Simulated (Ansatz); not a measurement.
Basis-set extrapolation for CH3BO2, SMILES `BC(=O)O` (PBE0-D4/def2-TZVP geometry, frozen core, Ansatz). Multiplicity 1, RHF reference.

```json
{"": "HF", "def2-TZVPP": "-214.104149", "def2-QZVPP": "-214.113904"}
{"": "MP2 correlation", "def2-TZVPP": "-0.717608", "def2-QZVPP": "-0.772274"}
{"": "CCSD(T) correlation", "def2-TZVPP": "-0.764926", "def2-QZVPP": "not run"}
```

Energies in hartree. Use E(X) = E(∞) + A·exp(−7.88·√X) for Hartree–Fock and E(X) = E(∞) + B·X^(−2.97) for correlation, with X = 3 and 4, and add CCSD(T) minus MP2 of the smaller set to the MP2 limit.

Problem. What is the CCSD(T) energy at the basis-set limit?

Solution. HF limit: -214.113904 + (-0.009755) × 0.13774 = -214.11525. MP2 limit: -0.772274 + (-0.054666) × 0.74074 = -0.81277. Higher-order term: -0.764926 − (-0.717608) = -0.04732. Total: -214.97534 hartree, 66.7 kcal/mol below CCSD(T)/def2-TZVPP.
